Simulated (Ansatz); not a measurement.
Isolated molecules relaxed with PBE0-D4/def2-TZVP in Ansatz; ΔE leaves out vibrations. CCSD(T)/CBS adds triple-zeta CCSD(T) − MP2 to the extrapolated MP2 energy (def2 sets, frozen cores). DFT in def2-TZVPP. B3LYP here is the variant with VWN-RPA as its local correlation; programs differ in this. HSE06 is defined as in plane-wave codes. def2 core potentials past Kr. For As, Te outer-core shells are correlated without core-valence functions, which leaves a few kJ/mol of doubt a bond. Scalar relativity is left out up to krypton. One conformer a species, not always the lowest.

Reaction (redistribution): `C[SiH2][AsH2]` + `C=C[Te][SiH3]` → `C=C[Te][SiH2]C` + `[SiH3][AsH2]`

```
             level  ΔE (kJ/mol)  difference from CCSD(T)/CBS
       LDA (SPW92)         -5.0                          0.2
            PBE-D4         -4.9                          0.3
         revPBE-D4         -4.7                          0.5
           BLYP-D4         -4.9                          0.3
            B97M-V         -4.6                          0.6
           PBE0-D4         -4.8                          0.4
          B3LYP-D4         -4.8                          0.4
        r2SCANh-D4         -4.5                          0.7
        r2SCAN0-D4         -4.5                          0.7
          HSE06-D4         -4.7                          0.5
          BHLYP-D4         -4.7                          0.5
           ωB97X-V         -4.6                          0.6
           ωB97M-V         -5.1                          0.1
            B2PLYP         -4.1                          1.1
          PBE-QIDH         -4.4                          0.8
               PBE         -3.9                          1.3
            revPBE         -3.3                          1.9
              BLYP         -3.2                          2.0
            r2SCAN         -4.0                          1.2
              PBE0         -3.7                          1.5
             B3LYP         -3.3                          1.9
           r2SCANh         -4.0                          1.2
           r2SCAN0         -4.0                          1.2
             HSE06         -3.7                          1.5
             BHLYP         -3.3                          1.9
         CAM-B3LYP         -3.5                          1.7
           LC-ωPBE         -3.5                          1.7
RPA@PBE/def2-TZVPP         -4.5                          0.7
       HF/def2-SVP         -3.4                          1.8
      MP2/def2-SVP         -5.5                         -0.3
     CCSD/def2-SVP         -4.7                          0.5
  CCSD(T)/def2-SVP         -5.1                          0.1
     HF/def2-TZVPP         -2.7                          2.5
    MP2/def2-TZVPP         -5.6                         -0.4
   CCSD/def2-TZVPP         -4.4                          0.8
     HF/def2-QZVPP         -2.6                          2.6
    MP2/def2-QZVPP         -5.8                         -0.6
      HF/CBS(def2)         -2.5                          2.7
     MP2/CBS(def2)         -6.0                         -0.8
    CCSD/CBS(def2)         -4.7                          0.5
       CCSD(T)/CBS         -5.2                            0
```

Largest T1 diagnostic among the species: 0.011.

Leaving LDA and LC-ωPBE aside and taking each functional with its dispersion term where it has one, the values spread over 1.0 kJ/mol, from ωB97M-V to B2PLYP.
